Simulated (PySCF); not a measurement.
Simulated Si 2p region for (F)3Ti-O-SiH3, F3H3OSiTi, binding energy against the vacuum level.

Every computed line was given a Gaussian of 0.6 eV full width at half maximum and an area set by the number of equivalent atoms (split 2:1 within a doublet); the highest printed point is 100. Method: delta-SCF UKS SCAN, pcX-2 on the ionised atom (unc-x2c-TZVPall on a metal), pcseg-1 elsewhere, spin-free X2C (PySCF).

(binding energy (eV), intensity): (107.3, 0), (107.4, 1), (107.5, 3), (107.6, 9), (107.7, 19), (107.8, 36), (107.9, 58), (108.0, 81), (108.1, 96), (108.2, 100), (108.3, 92), (108.4, 78), (108.5, 66), (108.6, 59), (108.7, 56), (108.8, 53), (108.9, 46), (109.0, 35), (109.1, 23), (109.2, 13), (109.3, 6), (109.4, 3), (109.5, 1), (109.6, 0)

**Question.** How many maxima does the curve show, and how many computed lines lie under it?

**Answer.** The curve has 1 maximum (at 108.2 eV). Under it lie 2 lines from 1 inequivalent silicon site, drawn as a 2p3/2, 2p1/2 pair. At this width some lines have no maximum of their own.

**Question.** Decompose the envelope and assign each component. Bonds: Ti1–F2, Ti1–F3, Ti1–F4, Ti1–O5, O5–Si6. Hydrogens: H7, H8, H9 on Si6.

**Answer.** 
| position (eV) | relative area | line | atoms | environment |
| --- | --- | --- | --- | --- |
| 108.16 | 0.67 | Si 2p3/2 | Si6 | silicon bonded to O and 3 H |
| 108.79 | 0.33 | Si 2p1/2 | Si6 | silicon bonded to O and 3 H |

**Question.** What are the centre and the root-mean-square width of the whole band?

**Answer.** The area-weighted mean of the lines is 108.37 eV. Their own spread about it is 0.30 eV (rms) and each Gaussian has σ = 0.6/2.355 = 0.25 eV; the variances add, which gives 0.39 eV.

No satellites, vibrations or lifetime broadening are included. The 2p values aren't plain energy differences: one relaxed spin-free 2p hole is combined with a matrix within the shell (ground-state 2p orbital-energy differences and spin–orbit coupling). 2p3/2, the mean of its two sublevels, lies a third of the splitting below the shell's mean and 2p1/2 two thirds above it; the statistical areas are 2:1. 2p1/2 minus 2p3/2 (ligand field included): Si 0.63 eV. Geometry: PBE0-D3(BJ)/def2-SVP; no solvent, vibrations or thermal averaging. Metal 2p energies of this one-determinant scheme are less reliable than its 1s energies.

On one thread, Arm Neoverse V2 (aarch64), no GPU, shared host with 32 logical CPUs at a one-minute load of 9.1, this took 27 s wall and 0.56 GiB of memory at its peak.
